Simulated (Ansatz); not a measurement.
`[CH3][Sn]([SH])([Cl])[Cl]` and `C[O][Sn]([SH])([Cl])[Cl]` differ in one atom or group.

Ansatz, PBE0-D4/def2-TZVP geometries, multiplicity 1. Each molecule was computed in one conformer, which needn't be the lowest.

Elements past krypton have def2 core potentials.

```json
{"property": "HOMO–LUMO gap (PBE/def2-TZVPP) / eV", "`[CH3][Sn]([SH])([Cl])[Cl]`": "4.03"}
{"property": "HOMO energy (ωB97M-V/def2-TZVPP) / eV", "`[CH3][Sn]([SH])([Cl])[Cl]`": "-10.16"}
{"property": "HOMO energy (PBE/def2-TZVPP) / eV", "`[CH3][Sn]([SH])([Cl])[Cl]`": "-6.68"}
{"property": "HOMO–LUMO gap (B3LYP/def2-TZVPP) / eV", "`[CH3][Sn]([SH])([Cl])[Cl]`": "5.65"}
{"property": "size of the dipole moment (PBE/def2-TZVPP) / D", "`[CH3][Sn]([SH])([Cl])[Cl]`": "2.44"}
{"property": "LUMO energy (PBE/def2-TZVPP) / eV", "`[CH3][Sn]([SH])([Cl])[Cl]`": "-2.65"}
```

Q: Give the same properties after the change, and the shifts. (An estimate is asked.)

A: Computed: 
| property | `C[O][Sn]([SH])([Cl])[Cl]` | shift |
| --- | --- | --- |
| HOMO–LUMO gap (PBE/def2-TZVPP) / eV | 3.55 | -0.48 |
| HOMO energy (ωB97M-V/def2-TZVPP) / eV | -10.50 | -0.34 |
| HOMO energy (PBE/def2-TZVPP) / eV | -6.86 | -0.18 |
| HOMO–LUMO gap (B3LYP/def2-TZVPP) / eV | 5.30 | -0.35 |
| size of the dipole moment (PBE/def2-TZVPP) / D | 1.65 | -0.79 |
| LUMO energy (PBE/def2-TZVPP) / eV | -3.30 | -0.65 |

With PBE0 the HOMO falls by 0.32 eV and the LUMO falls by 0.66 eV, so the gap narrows by about 0.34 eV. PBE moves the HOMO by -0.18 eV and ωB97M-V by -0.34 eV. Dipoles are sizes alone; their direction can turn.

B3LYP here is the variant with VWN-RPA as its local correlation; programs differ in this.
